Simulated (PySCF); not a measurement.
# Ti: ionisation energy

Ti [Ar] 3d2 4s2 (3F) → Ti+ [Ar] 3d2 4s1 (4F), as a difference of total energies. All numbers are calculated (PySCF 2.14, the spin-free X2C one-electron Hamiltonian (Gaussian nucleus), in x2c-TZVPall (6s5p4d1f, 48 functions)). Correlated levels: valence: [Ar] frozen. The calculations carry no spin-orbit coupling.

```
           method  ionisation energy (eV)
              UHF                   5.561
             MN15                   7.009
             TPSS                   6.579
    MP2 (valence)                   6.289
SCS-MP2 (valence)                   6.442
```

**Question.** How much does correlation contribute at MP2 (valence)?

**Answer.** 6.289 − (5.561) = 0.728 eV, measured against UHF.

Errors of the correlated levels include the incompleteness of this basis and the frozen core.

MP2 underrates the near-degeneracy of ns² with np² in the lower species.

For comparison: 6.828 eV (measured; NIST levels, between the centres of gravity of the two terms).
